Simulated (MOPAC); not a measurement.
MOPAC input (PM3):

```
PM3 1SCF CHARGE=1 GEO-OK AUX(PRECISION=9) THREADS=1
H2B

B     0.00000000 1    0.00000000 1    0.00000000 1
H     0.00000000 1    0.00000000 1    1.17438077 1
H    -0.00000000 1   -0.00000000 1   -1.17438077 1
```

From the last part of the output:

```
                                                       MOPAC v23.2.5 Linux

          FINAL HEAT OF FORMATION =        306.06134 KCAL/MOL =    1280.56064 KJ/MOL

          COSMO AREA              =         55.08 SQUARE ANGSTROMS
          COSMO VOLUME            =         37.92 CUBIC ANGSTROMS

          IONIZATION POTENTIAL    =         23.124994 EV
          HOMO LUMO ENERGIES (EV) =        -23.125 -8.425
          NO. OF FILLED LEVELS    =          2
          MOLECULAR WEIGHT        =         12.8258         POINT GROUP:  D*h

          MOLECULAR DIMENSIONS (Angstroms)

            Atom       Atom       Distance
            H     3    H     2     2.34876
            H     3    H     2     0.00000
            B     1    H     2     0.00000

          SCF CALCULATIONS        =          1

   ATOM   CHEMICAL          X               Y               Z
  NUMBER   SYMBOL      (ANGSTROMS)     (ANGSTROMS)     (ANGSTROMS)

     1       B          0.00000000  *   0.00000000  *   0.00000000  *
     2       H          0.00000000  *   0.00000000  *   1.17438077  *
     3       H         -0.00000000  *  -0.00000000  *  -1.17438077  *

                             CARTESIAN COORDINATES

   1    B        0.000000000     0.000000000     0.000000000
   2    H        0.000000000     0.000000000     1.174380770
   3    H       -0.000000000    -0.000000000    -1.174380770

           Empirical Formula: H2 B  =     3 atoms

      MOLECULAR POINT GROUP   :   D*h

                  EIGENVALUES
 -33.08376 -23.12499  -8.42542  -8.42542  -7.02011  -4.04622

              NET ATOMIC CHARGES AND DIPOLE CONTRIBUTIONS

  ATOM NO.   TYPE          CHARGE      No. of ELECS.   s-Pop       p-Pop
    1          B           0.470573        2.5294     1.48872     1.04071
    2          H           0.264713        0.7353     0.73529
    3          H           0.264713        0.7353     0.73529
 DIPOLE           X         Y         Z       TOTAL
 POINT-CHG.     0.000     0.000    -0.000     0.000
 HYBRID         0.000     0.000     0.000     0.000
 SUM            0.000     0.000    -0.000     0.000

          ATOMIC ORBITAL ELECTRON POPULATIONS

     Atom    s        px        py        pz
    1  B   1.48872   0.00000   0.00000   1.04071
    2  H   0.73529
    3  H   0.73529

 **********************
 *                    *
 * JOB ENDED NORMALLY *
 *                    *
 **********************

 == MOPAC DONE ==
```

The dipole moment of an ion depends on the origin.
